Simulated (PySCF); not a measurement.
FH3NO2Ta, SMILES [NH]=[Ta]([OH])([OH])[F], multiplicity 1.

Geometry: B3LYP-D3(BJ)/def2-SVP. The multiplicity is an assumed one; no other spin state was optimised. The structure was generated by enumeration; whether it is a known compound was not checked. The def2 effective core potentials stand for the cores of Ta; spin–orbit coupling is left out. One conformer was computed; it need not be the lowest.

Two levels are set side by side: PBE/def2-TZVP (PySCF) and M06-2X/def2-TZVP (PySCF). Same geometry, gas phase. Differences are taken from unrounded values.

```csv
quantity,PBE
orbital gap (eV),5.37
highest occupied level (eV),-6.46
lowest empty level (eV),-1.10
dipole moment (D),2.61
mean polarisability (bohr³),53.0
```

Problem. These are the PBE values. What does M06-2X give? (An estimate is asked for; the answer gives what the named calculation found.)

Solution. 
```csv
quantity,M06-2X,PBE minus M06-2X
orbital gap (eV),9.49,-4.12
highest occupied level (eV),-9.33,2.87
lowest empty level (eV),0.16,-1.26
dipole moment (D),2.77,-0.17
mean polarisability (bohr³),49.6,3.4
```

PBE's occupied levels lie high since its potential decays too fast outside the molecule; exact exchange lowers them and widens the gap. PBE's more diffuse valence density responds more strongly to a field. Differences between two approximate levels are no errors against the true value.

Rough cost on one machine, each run with all the roots and properties that it gave: M06-2X against PBE about 4 times.
